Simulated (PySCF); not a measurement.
Run record for `C[C@@H]1CCC[C@@H]1F`: PBE0/cc-pVDZ, fitting basis def2-universal-jkfit, full TDDFT, 25 singlets.

Method: TDDFT PBE0/cc-pVDZ, vertical, gas phase, core orbitals frozen in the response (PySCF 2.14.0, density-fitted response routines). Geometry: GFN2-xTB. The command runs a driver script over a list of jobs; the input below is this job's line of settings and its coordinates in Å.

Command:
```bash
OMP_NUM_THREADS=1 python probes_run.py task.json out
```

Input:
```
{"job": {"kind": "uv", "xc": "PBE0", "basis": "cc-pVDZ", "nstates": 25, "ntriplets": 5, "tda": false, "scf": {"aux": "def2-universal-jkfit"}}, "charge": 0, "multiplicity": 1}
C      2.096105    -0.467380    -0.070386
C      0.622458    -0.429429     0.304481
C     -0.324105    -0.823065    -0.830765
C     -1.683384    -0.344212    -0.326900
C     -1.381058     0.986422     0.378255
C      0.120168     0.967597     0.701643
F      0.758975     1.939272    -0.050395
H      2.713208    -0.167294     0.773582
H      2.292097     0.209336    -0.898096
H      2.378386    -1.474098    -0.368738
H      0.445217    -1.091838     1.158279
H     -0.303066    -1.891504    -1.038719
H     -0.044558    -0.284907    -1.737692
H     -2.408214    -0.224881    -1.130136
H     -2.083582    -1.064343     0.388866
H     -1.573437     1.830185    -0.284284
H     -1.982165     1.116319     1.276723
H      0.348196     1.220138     1.742626
```

Output:
```
final grid: 137944 points
cycle   1  E = -334.6786554212  dE =  7.937e-01  |g| = 5.589e-01  |ddm| = 7.421e+00
cycle   2  E = -334.6493703525  dE =  2.929e-02  |g| = 7.142e-01  |ddm| = 1.924e+00
cycle   3  E = -334.7442876518  dE = -9.492e-02  |g| = 6.243e-02  |ddm| = 9.943e-01
cycle   4  E = -334.7448981927  dE = -6.105e-04  |g| = 3.031e-02  |ddm| = 1.316e-01
cycle   5  E = -334.7451011646  dE = -2.030e-04  |g| = 4.992e-03  |ddm| = 5.028e-02
cycle   6  E = -334.7451062014  dE = -5.037e-06  |g| = 1.697e-03  |ddm| = 9.043e-03
cycle   7  E = -334.7451068879  dE = -6.866e-07  |g| = 2.039e-04  |ddm| = 2.907e-03
cycle   8  E = -334.7451068979  dE = -9.927e-09  |g| = 5.693e-05  |ddm| = 4.253e-04
cycle   9  E = -334.7451068987  dE = -8.306e-10  |g| = 1.284e-05  |ddm| = 1.222e-04
converged SCF energy = -334.7451068987

Static polarisability (au): isotropic 62.972, principal 56.819 62.542 69.554

Singlet excitations
state   eV       nm        f      main configurations
  1   8.7918    141.0   0.01166   H->L 0.95
  2   9.0589    136.9   0.03214   H-1->L 0.96
  3   9.4076    131.8   0.00519   H-2->L 0.82, H->L+1 0.10
  4   9.4434    131.3   0.01176   H->L+1 0.72, H-2->L 0.13
  5   9.5420    129.9   0.01131   H-3->L 0.73, H-1->L+1 0.11, H->L+1 0.10
  6   9.6594    128.4   0.01122   H-1->L+1 0.76, H-3->L 0.13
  7   9.7982    126.5   0.02752   H-4->L 0.96
  8   9.9582    124.5   0.01132   H->L+2 0.82, H-5->L 0.09
  9  10.0227    123.7   0.02201   H-5->L 0.33, H-2->L+1 0.23, H-3->L+1 0.22
 10  10.0896    122.9   0.04400   H-2->L+1 0.58, H-5->L 0.33
 11  10.1914    121.7   0.08941   H-3->L+1 0.63, H-5->L 0.14, H-1->L+2 0.10
 12  10.2714    120.7   0.01489   H-1->L+2 0.80
 13  10.3353    120.0   0.00512   H-4->L+1 0.82
 14  10.3698    119.6   0.00881   H->L+3 0.77, H->L+4 0.12
 15  10.5167    117.9   0.02093   H->L+4 0.66, H->L+3 0.10, H-2->L+2 0.09
 16  10.5378    117.7   0.00471   H-2->L+2 0.67, H-3->L+2 0.12, H->L+4 0.10
 17  10.6015    116.9   0.01024   H-1->L+3 0.66, H-1->L+4 0.12
 18  10.7442    115.4   0.01015   H-3->L+2 0.38, H-5->L+1 0.23, H-2->L+2 0.10
 19  10.7524    115.3   0.08685   H-5->L+1 0.44, H-3->L+2 0.31
 20  10.8485    114.3   0.07504   H-1->L+4 0.68, H-1->L+3 0.17
 21  10.9448    113.3   0.00549   H-4->L+2 0.73, H-5->L+1 0.11
 22  10.9921    112.8   0.00070   H-2->L+3 0.70
 23  11.0635    112.1   0.01378   H-3->L+3 0.35, H-6->L 0.34
 24  11.1366    111.3   0.03071   H-5->L+2 0.26, H->L+5 0.16, H-2->L+4 0.16
 25  11.1755    110.9   0.01700   H-3->L+3 0.20, H->L+6 0.17, H->L+5 0.17

Triplet excitations (Tamm-Dancoff, eV): 8.4653 8.6515 9.0778 9.1144 9.2295
```

H and L stand for HOMO and LUMO; the number after each pair is its weight.

Question: Give S1 in cm⁻¹ and kJ/mol.

Answer: 8.7918 eV × 8065.54 = 70911 cm⁻¹; × 96.485 = 848.3 kJ/mol.

Question: Give the mean polarisability as a volume in Å³, and the ratio of the largest to the smallest principal value.

Answer: 62.972 au × 0.148185 = 9.33 Å³; 69.554/56.819 = 1.22.

In short: SCF converged in 9 cycles with 153 basis and 725 fitting functions; HOMO -8.50 eV, LUMO 1.63 eV; lowest singlet 8.79 eV; lowest triplet 8.47 eV (Tamm–Dancoff); mean polarisability 63.0 au.

The run took about 1.6 min of CPU time (one thread, shared machine).

One conformer stands for the species.
